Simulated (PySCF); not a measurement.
# Excitation energy of Al⁺ by level of theory

Al⁺ [Ne] 3s2 (1S) → Al⁺ [Ne] 3s1 3p1 (3P), as a difference of total energies. Computed with PySCF 2.14 in x2c-TZVPPall (5s5p3d1f, 42 functions), with the spin-free X2C one-electron Hamiltonian (Gaussian nucleus). Correlated levels: valence and next inner shell: 1s2 frozen. The calculations carry no spin-orbit coupling.

```tsv
method	excitation energy (eV)
UHF	3.581
MP2 (valence and next inner shell)	4.438
SCS-MP2 (valence and next inner shell)	4.595
CCSD (valence and next inner shell)	4.623
CCSD(T) (valence and next inner shell)	4.651
```

Task: How much does correlation contribute at CCSD(T) (valence and next inner shell)?

Result: 4.651 − (3.581) = 1.070 eV, measured against UHF.

Errors of the correlated levels include the incompleteness of this basis and the frozen core.

The basis was made for the ground configuration and has no added diffuse functions, so the excitation energy can come out too high.

For comparison: 4.651 eV (measured; NIST levels, between the centres of gravity of the two terms).
